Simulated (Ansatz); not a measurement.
`[BH3-][P+](F)(F)F`. The species carries charge 0 and has multiplicity 1.

Z-matrix (Å, degrees):
```
B
P 1 1.835
H 1 1.207 2 102.9
H 1 1.207 2 102.9 3 -120.0
H 1 1.207 2 102.9 3 120.0
F 2 1.542 1 117.7 3 60.0
F 2 1.542 1 117.7 3 180.0
F 2 1.542 1 117.7 3 -60.0
```

Task: What are the harmonic wavenumbers in cm⁻¹ at PBE0-D4/def2-TZVP (Ansatz, finite differences of forces, unscaled)? (Best estimate.)

Result: Ansatz gave: 175, 175, 188, 362, 362, 444, 637, 685, 685, 935, 959, 959, 1077, 1116, 1116, 2477, 2572, 2572.

Task: Is this a minimum?

Result: Yes, all 18 modes are real.

Task: Give the ideal-gas thermochemistry at 298.15 K and 1 bar (rigid rotor, harmonic oscillator; point group C3v, symmetry number 3).

Result: Zero-point energy 104.6 kJ/mol; H(298) − E = 123.3 kJ/mol; entropy 314.7 J/(mol·K), of which translation 166.5, rotation 99.6, vibration 48.6; G(298) − E = 29.5 kJ/mol.
